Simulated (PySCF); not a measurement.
The dipole of `C=C[C@@H]1C[Si@H]1N([SiH3])[SiH3]` from its density and from atomic charges.

Coordinates (PBE0-D3(BJ)/def2-SVP, Å) and charges (e) from the PBE0/pcSseg-1 density (PySCF):

```csv
atom,x,y,z,Mulliken,IAO,Hirshfeld,ESP-fitted
C1,3.049,-2.115,-0.272,-0.1721,-0.3402,-0.1226,-0.5031
C2,2.509,-1.048,0.326,-0.1401,-0.1187,-0.0447,-0.2088
C3,1.367,-0.265,-0.173,-0.4294,-0.3727,-0.1157,+0.0644
C4,1.335,1.271,0.085,-0.4462,-0.5393,-0.1699,-0.4673
Si5,-0.003,0.346,0.950,+0.8137,+0.9104,+0.3547,+0.1399
N6,-1.635,0.466,0.351,-1.0815,-1.0061,-0.3388,-0.3146
Si7,-2.188,2.014,-0.268,+0.6275,+0.7211,+0.3464,+0.3840
Si8,-2.614,-0.990,0.259,+0.6240,+0.7221,+0.3478,+0.3892
H9,2.669,-2.486,-1.229,+0.1091,+0.1380,+0.0393,+0.1927
H10,3.885,-2.656,0.178,+0.1151,+0.1462,+0.0415,+0.1968
H11,2.934,-0.715,1.283,+0.0954,+0.1331,+0.0426,+0.1850
H12,1.029,-0.551,-1.177,+0.1399,+0.1506,+0.0453,+0.1092
H13,1.121,1.897,-0.789,+0.1662,+0.1581,+0.0453,+0.1545
H14,2.172,1.663,0.675,+0.1509,+0.1569,+0.0452,+0.1697
H15,0.117,0.097,2.407,-0.0461,-0.1096,-0.0611,+0.0051
H16,-1.522,2.375,-1.558,-0.0881,-0.1355,-0.0790,-0.0846
H17,-3.659,1.905,-0.507,-0.0983,-0.1184,-0.0737,-0.0851
H18,-1.908,3.099,0.719,-0.0820,-0.1230,-0.0756,-0.0753
H19,-2.607,-1.591,-1.111,-0.0832,-0.1341,-0.0799,-0.0951
H20,-2.038,-1.980,1.218,-0.0914,-0.1172,-0.0721,-0.0743
H21,-4.027,-0.680,0.630,-0.0833,-0.1218,-0.0747,-0.0823
```

Problem. What dipole does each set of charges give (1 e·Å = 4.803 D), and what does the density give?

Solution. The full density gives (-0.70, 0.46, 0.15) D, 0.85 D in size; dipole vectors point from the negative to the positive end.

```csv
scheme,μx,μy,μz,size (D),share of the full size (%),angle to the full dipole (°)
Mulliken,-1.14,0.19,0.89,1.46,171,35
IAO,-2.15,0.39,1.24,2.51,295,29
Hirshfeld,-1.03,0.43,0.52,1.23,145,18
ESP-fitted,-0.70,0.49,0.16,0.87,102,1
```

Problem. Which set comes closest?

Solution. Length of the difference vector: ESP-fitted 0.03 D, Hirshfeld 0.50 D, Mulliken 0.90 D, IAO 1.81 D. Closest: ESP-fitted. 

Problem. What is left for the Hirshfeld atoms' own dipoles?

Solution. The shares of the density sum to the whole, so what Σ q r misses lies in dipoles about the nuclei. The atomic dipoles sum to (-0.70, 0.46, 0.15) − (-1.03, 0.43, 0.52) = (0.33, 0.03, -0.37) D, 0.50 D in size.

Problem. With the origin at the mean of the coordinates, (-0.001, 0.003, 0.095) Å, which are the largest single terms, by size, of the ESP-fitted dipole along the direction of the full one?

Solution. C1 +8.98, Si7 +5.20, H10 -4.36, H9 -3.50, Si8 +3.07 D; all 21 atoms together +0.87 D. The single terms depend on the origin, their sum doesn't.

Problem. Give the size of the full dipole in other units.

Solution. 0.85 D = 0.335 au = 0.178 e·Å = 2.84 × 10⁻³⁰ C·m.

Isolated species at its PBE0-D3(BJ)/def2-SVP geometry (one conformer only).

The run behind these numbers computed NMR shieldings as well. The run took 43 s wall on one thread of an Arm Neoverse V1, no GPU, on a shared host.

The values belong to the conformer `[CH2:1]=[CH:2][C@@H:3]1[CH2:4][Si@H:5]1[N:6]([SiH3:7])[SiH3:8]`: C1–C2–C3–C4 -146°, C4–Si5–N6–Si7 -38°.
